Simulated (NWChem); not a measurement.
Molecule: C₂H₂F, doublet; SMILES C=[C]F

All runs: NWChem. Pople sets run with spherical d functions. Spin-unrestricted. In the optimisation the excess spin sits in a' (Cs, its own frame). The geometry was optimised at PBE0/def2-SVP, spin-unrestricted. No stability test was run on the SCF state. Vertical excitations in the gas phase; the lowest state need not have the same character in each row. Excited states of an open shell can be spin-contaminated.

For level B3LYP/6-31+G*, TDA:

```
Property                                                     Result
-----------------------------------------------------------  ------
lowest excitation (eV)                                         2.60
lowest state with f > 0.02 (eV)                                6.80
oscillator strength of that bright state                      0.025
lowest empty minus highest occupied level, either spin (eV)    4.47
```

### Question
How do the values read with level BHandHLYP/6-31+G*, TDA instead?

### Answer
| Property | Value |
|---|---|
| lowest excitation (eV) | 2.89 |
| lowest state with f > 0.02 (eV) | 7.50 |
| oscillator strength of that bright state | 0.084 |
| lowest empty minus highest occupied level, either spin (eV) | 7.46 |
